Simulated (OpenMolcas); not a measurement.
**In III: effect of the basis set**

```
Program             : OpenMolcas
Method              : CASSCF
Active space        : 1 electron in 4 orbitals (5s 5p)
State averaging     : 2S+1 = 2 even, 1 root; 2S+1 = 2 odd, 3 roots
Spin-orbit coupling : state interaction with AMFI integrals over the reference wave functions, term energies averaged over their components
```

A. ANO-R1 [6s5p3d1f], X2C, finite nucleus; cost roughly 4 core-seconds
B. ANO-RCC-VDZP [6s5p3d1f], DKH2, point nucleus; cost of the order of 8 core-seconds
C. ANO-RCC-VTZP [7s6p4d2f1g], DKH2, point nucleus; cost roughly 7 core-seconds
D. ANO-R2 [7s6p4d2f1g], X2C, finite nucleus; cost about 8 core-seconds
E. ANO-RCC-VQZP [8s7p5d3f2g], DKH2, point nucleus; cost about 8 core-seconds
F. ANO-R3 [8s7p5d3f2g1h], X2C, finite nucleus; cost about 12 core-seconds

Energies in cm-1 above 5s 2S 1/2, the measured ground level; measured values from Moore, Atomic Energy Levels, vol. III, NSRDS-NBS 35 (1971 reprint of NBS Circular 467, 1958).

| Level | A | B | C | D | E | F | Measured |
| --- | --- | --- | --- | --- | --- | --- | --- |
| 5s 2S 1/2 | 0.0 | 0.0 | 0.0 | 0.0 | 0.0 | 0.0 | 0.0 |
| 5p 2P* 1/2 | 55986 | 55335 | 54626 | 54698 | 54215 | 54305 | 57181 |
| 5p 2P* 3/2 | 60136 | 59370 | 57869 | 57950 | 57685 | 57895 | 61523 |

Deviations, from unrounded energies. A percentage is the sum of absolute deviations over the sum of measured energies, with the sign that they share, or ± where signs differ.

```
           Against measurement  Levels     A     B     C     D     E     F
mean absolute deviation (cm-1)       2  1300  2000  3100  3000  3400  3300
      other configurations (%)       2  -2.2  -3.4  -5.2  -5.1  -5.7  -5.5
```

A lies closest to measurement on these levels and E furthest from it. The largest miss of A in the table is 5p 2P* 3/2, by -1400 cm-1. The ranking rests on the paired levels alone, and a cruder setting can come out closer through cancelling errors.

Among A to F the level of the table that moves most is 5p 2P* 3/2, by 2500 cm-1 (lowest in E, highest in A).

With one active electron the reference holds no correlation, so core polarisation is missing. Computed and measured levels are paired by configuration, term and J; levels that our copy of the source lacks, or whose pairing is in doubt (as where it misses far off the trend of its configuration), stay unpaired and out of the deviations. Levels of configurations outside the active space are missing.

* marks odd parity.
